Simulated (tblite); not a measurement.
Species: C8H11O2P.
Numbering: `[CH3:1][O:2][c:3]1[cH:4][cH:5][c:6]([P@H:7]([CH3:8])=[O:9])[cH:10][cH:11]1` (hydrogens: H12, H13, H14 on C1; H15 on C4; H16 on C5; H17 on P7; H18, H19, H20 on C8; H21 on C10; H22 on C11)

Geometry (GFN2-xTB, Å), atoms numbered from 1 in this order:
```
atom  x, y, z in Å
C1     4.0029    0.3697    0.0416
O2     3.0092   -0.0288   -0.8729
C3     1.7287   -0.1373   -0.4401
C4     1.3011    0.1072    0.8625
C5    -0.0388   -0.0289    1.1790
C6    -0.9592   -0.4046    0.2146
P7    -2.6991   -0.5199    0.6812
C8    -3.5864    0.7372   -0.3067
O9    -2.9610   -0.4348    2.1190
C10   -0.5323   -0.6593   -1.0847
C11    0.7974   -0.5288   -1.4091
H12    4.1047   -0.3483    0.8611
H13    4.9303    0.4004   -0.5276
H14    3.7966    1.3639    0.4498
H15    1.9981    0.4018    1.6312
H16   -0.3890    0.1513    2.1853
H17   -3.1147   -1.7198    0.0962
H18   -4.6548    0.6064   -0.1431
H19   -3.3581    0.6630   -1.3652
H20   -3.2917    1.7166    0.0698
H21   -1.2481   -0.9659   -1.8338
H22    1.1540   -0.7218   -2.4087
```

Computed values, GFN2-xTB/tblite, gas phase, harmonic and unscaled. The method is semi-empirical: single wavenumbers can be off by several per cent or more. Modes of hydrogen on phosphorus can be 10 to 20 % off. One conformer, not necessarily the lowest.

Harmonic wavenumbers (cm⁻¹): 45.7, 64.4, 106.1, 118.2, 164.1, 184.4, 228.6, 251.3, 271.9, 315.9, 359.5, 377.9, 411.6, 475.7, 490.7, 598.1, 629.6, 662.1, 730.6, 769.8, 805.7, 815.3, 831.8, 863.2, 906.5, 919.3, 926.4, 963.4, 999.4, 1061.8, 1119.8, 1120.9, 1134.5, 1155.3, 1182.3, 1254.8, 1259.7, 1275.8, 1312.9, 1341.9, 1399.7, 1405.9, 1419.0, 1432.1, 1470.5, 1470.6, 1481.2, 1571.7, 1592.9, 2258.2, 2939.7, 2951.8, 2995.8, 3005.9, 3031.8, 3041.3, 3072.0, 3080.7, 3103.2, 3106.0.

A = 2771, B = 456.7, C = 413.9 MHz; mass 170.050 u (most abundant isotopes); point group C1, symmetry number 1.

Problem. Zero-point energy?

Solution. ½Σν̃ = 37168 cm⁻¹ = 106.27 kcal/mol.

Problem. Entropy at 400 K, 1 bar (ideal gas, RRHO, classical rotation)?

Solution. Translation 42.79, rotation 31.67, vibration 48.06: S = 122.5 cal/(mol K).

Problem. And Cp and H(400 K) − H(0)?

Solution. Cp = 57.82 cal/(mol K), of which vibrations give 49.87 (their classical limit is 60 R = 119.2); H(400 K) − H(0) = 13.28 kcal/mol without the zero-point energy, 10.10 from vibrations.

Problem. Which modes carry the vibrational entropy at 400 K?

Solution. 45.7 cm⁻¹: 5.58; 64.4 cm⁻¹: 4.90; 106.1 cm⁻¹: 3.91; 118.2 cm⁻¹: 3.70; 164.1 cm⁻¹: 3.06; 184.4 cm⁻¹: 2.84 cal/(mol K); the other 54 give 24.07 together.

Problem. How do the functions run with temperature in this model?

Solution. 
```json
{"T (K)": "50", "S (cal/(mol K))": "61.4", "Cp (cal/(mol K))": "13.9", "H − H(0) (kcal/mol)": "0.52", "G − H(0) (kcal/mol)": "-2.56", "ln q(vib)": "0.58"}
{"T (K)": "100", "S (cal/(mol K))": "73.3", "Cp (cal/(mol K))": "21.0", "H − H(0) (kcal/mol)": "1.39", "G − H(0) (kcal/mol)": "-5.94", "ln q(vib)": "1.96"}
{"T (K)": "298.15", "S (cal/(mol K))": "107.4", "Cp (cal/(mol K))": "45.7", "H − H(0) (kcal/mol)": "8.00", "G − H(0) (kcal/mol)": "-24.01", "ln q(vib)": "8.23"}
{"T (K)": "373.15", "S (cal/(mol K))": "118.6", "Cp (cal/(mol K))": "54.8", "H − H(0) (kcal/mol)": "11.77", "G − H(0) (kcal/mol)": "-32.49", "ln q(vib)": "10.62"}
{"T (K)": "500", "S (cal/(mol K))": "136.5", "Cp (cal/(mol K))": "68.0", "H − H(0) (kcal/mol)": "19.59", "G − H(0) (kcal/mol)": "-48.69", "ln q(vib)": "14.64"}
{"T (K)": "750", "S (cal/(mol K))": "167.8", "Cp (cal/(mol K))": "86.1", "H − H(0) (kcal/mol)": "39.04", "G − H(0) (kcal/mol)": "-86.85", "ln q(vib)": "22.29"}
{"T (K)": "1000", "S (cal/(mol K))": "194.3", "Cp (cal/(mol K))": "97.5", "H − H(0) (kcal/mol)": "62.09", "G − H(0) (kcal/mol)": "-132.20", "ln q(vib)": "29.39"}
```

q(vib) and H(0) count from the zero-point level.

Hindered rotation and anharmonicity are outside this model. Other conformers, if any are populated, would add a mixing term that is left out. The structure is chiral; the term R ln 2 for an equal mix with its mirror image is left out.
